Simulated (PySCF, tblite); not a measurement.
Species: C₆H₁₅PSi.
SMILES with atom numbers: `[CH2:1]=[C:2]([CH3:3])[P:4]([CH2:5][CH3:6])[CH2:7][SiH3:8]` (hydrogens: H9, H10 on C1; H11, H12, H13 on C3; H14, H15 on C5; H16, H17, H18 on C6; H19, H20 on C7; H21, H22, H23 on Si8)

Computed geometry: GFN2-xTB, gas phase.

**Question.** List the bond lengths, angles and torsions at this level.

**Answer.** 
```tsv
bond	length (pm)
C1=C2	132.7
C2–C3	149.7
C2–P4	184.7
P4–C5	186.7
C5–C6	152.2
P4–C7	185.5
C7–Si8	190.3
C1–H9	108.0
C1–H10	107.8
C3–H11, C3–H12, C3–H13	108.9
C5–H14, C5–H15	109.4
C6–H16, C6–H17, C6–H18	108.9
C7–H19, C7–H20	109.2
Si8–H21, Si8–H22, Si8–H23	146.4
```

Bonds in one row agree within 1 pm and their mean is given. A selection of angles:
```tsv
angle	degrees
C2–C1–H9	122.4
C2–C1–H10	121.1
H9–C1–H10	116.5
C1–C2–C3	122.3
C1–C2–P4	116.4
C3–C2–P4	121.3
C2–C3–H11	111.2
C2–C3–H12	110.3
H11–C3–H12	108.5
H11–C3–H13	108.0
C2–P4–C5	98.4
C2–P4–C7	100.6
C5–P4–C7	98.2
P4–C5–C6	111.4
P4–C5–H14	110.1
P4–C5–H15	106.7
C6–C5–H14	110.6
C6–C5–H15	109.9
H14–C5–H15	108.0
C5–C6–H16	110.5
C5–C6–H18	110.4
H16–C6–H17	108.5
H16–C6–H18	108.1
P4–C7–Si8	111.2
P4–C7–H19	110.7
P4–C7–H20	106.5
Si8–C7–H19	111.3
Si8–C7–H20	108.8
H19–C7–H20	108.1
C7–Si8–H21	109.3
C7–Si8–H22	107.8
C7–Si8–H23	110.6
H21–Si8–H22	110.6
H21–Si8–H23	109.9
```

Torsions: C1–C2–P4–C5 -111° (anticlinal); C2–P4–C5–C6 68° (synclinal); C2–P4–C7–Si8 -178° (antiperiplanar). The mirror-image conformer, all signs reversed, is as good.

Si8 (SiH3 silicon) is tetrahedral (angles from 107.8° to 110.6°). The 3 C–P bonds span 1.847 Å (C2–P4, drawn single) to 1.867 Å (P4–C5, drawn single), a spread of 0.020 Å. Of the pairs four or more bonds apart, C3···H19 is among the closest relative to their van der Waals radii: 2.78 Å, 96 % of the sum of Bondi's values. P4 (phosphine phosphorus) is pyramidal (angles 100.6°, 98.4° and 98.2°, sum 297.2°, 0.89 Å off the plane of its three neighbours). The C–C distances run from 1.327 Å (C1=C2, drawn double) to 1.522 Å (C5–C6, drawn single), a spread of 0.195 Å.

Point group: C1 (no symmetry element, even within 0.4 Å). Its GFN2-xTB frequencies are all real (lowest 31 cm⁻¹). One conformer, not necessarily the lowest. 3 starts were optimised and ended at 0.00, 1.27 and 1.29 kcal/mol (GFN2-xTB); the lowest of these is shown.
